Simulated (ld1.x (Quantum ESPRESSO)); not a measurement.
**rhodium (Rh), RRKJ: configuration errors across variants**

ld1.x (Quantum ESPRESSO) 7.5 input, shortened:

```
&input
   title='Rh', zed=45., rel=1, dft='PZ', iswitch=3,
   config='[Kr] 4d7 5s0 5p0'
 /
 &inputp
   pseudotype=2, tm=.false., rho0=0.005, lloc=-2, rcloc=1.15,
   nlcc=.false.
 /
3
4S  1  0   2.00   0.00  1.05  1.05  0.0
4P  2  1   6.00   0.00  0.95  0.95  0.0
4D  3  2   7.00   0.00  1.30  1.30  0.0
 &test
   configts(1)='4s2 4p6 4d7 5s0 5p0'
 /
```

All-electron excitation energies from the reference (eV): (1) 4s2 4p6 4d8 5s1 5p0 -27.558; (2) 4s2 4p6 4d8 5s0 5p0 -19.767; (3) 4s2 4p6 4d6 5s0 5p0 32.735; (4) 4s2 4p5 4d8 5s1 5p0 29.195; (5) 4s2 4p6 4d8 5s0 5p1 -23.821; (6) 4s2 4p6 4d5 5s0 5p0 79.885; (7) 4s2 4p6 4d7 5s2 5p0 -25.177; (8) 4s2 4p6 4d7 5s0 5p0 spin -1.414; (9) 4s2 4p6 4d8 5s1 5p0 spin -28.442.

Spin tests fill each open shell by Hund’s rule, majority spin first.

Tests that are not counted but printed errors over 1 eV. “local potential all-electron potential smoothed inside 0.54 bohr (lloc = -2)”: 4s2 4p6 4d7 5s2 5p0 (solver errors, printed error -2370 eV); 4s2 4p5 4d8 5s1 5p0 (solver errors, printed error -3.8 eV); 2 more.

3 further variants failed, have other tests or another functional or relativity, and are left out.

A true bound ghost makes a file unfit for plane-wave use even where its test errors are small: the radial tests pick states by their node count and pass the ghost by. Where a test does run into it, the solver fails or the error is huge.

Errors AE − PS in meV (a dash: test not solved or not reliable):

| change | (1) | (2) | (3) | (4) | (5) | (6) | (7) | (8) | (9) | bound ghosts |
| --- | --- | --- | --- | --- | --- | --- | --- | --- | --- | --- |
| base | +6.1 | +2.2 | +0.9 | -24 | +8.6 | +14 | +12 | +101 | +46 | none |
| core correction a·sin(br)/r model core inside 1.00 bohr | +6.1 | +2.1 | +0.8 | -24 | +8.6 | +13 | +12 | +81 | +39 | none |
| local potential the s channel | +85 | +3.0 | +2.7 | +112 | +22 | +23 | +205 | +102 | +127 | none |
| wave 4s (bound): rc 1.05 bohr becomes 4s (bound): rc 1.48 bohr | +39 | +2.2 | +1.0 | +36 | +8.7 | +15 | +94 | +102 | +80 | none |
| wave 4d (bound): rc 1.30 bohr becomes 4d (bound): rc 1.44 bohr | +5.9 | +2.1 | +1.1 | -27 | +8.5 | +16 | +12 | +101 | +46 | none |
| type TM; local potential all-electron potential smoothed inside 0.90 bohr (lloc = -2); rho0 0 | +321 | +2.9 | +1.8 | +556 | +26 | +19 | +811 | +99 | +372 | none |
| all radii scaled by about 1.41 (s 1.48, p 1.34, d 1.82 bohr); local potential all-electron potential smoothed inside 1.62 bohr (lloc = -2) | +570 | -2.7 | -2.3 | +1022 | -29 | +14 | +1465 | +112 | +633 | none |
| local potential all-electron potential smoothed inside 0.54 bohr (lloc = -2) | – | +3.1 | +3.0 | – | +55 | +25 | – | +101 | – | s |
| wave 4d (bound): rc 1.30 bohr becomes 4d (bound): rc 1.74 bohr | +4.6 | +1.6 | +2.5 | -42 | +7.6 | +29 | +12 | +106 | +46 | none |

(1) Give the same row for: wave 4p (bound): rc 0.95 bohr becomes 4p (bound): rc 1.18 bohr.

Answers

(1) +6.0, +2.1, +0.5, -20, +6.0, +13, +11, +100, +46; bound ghosts: none.
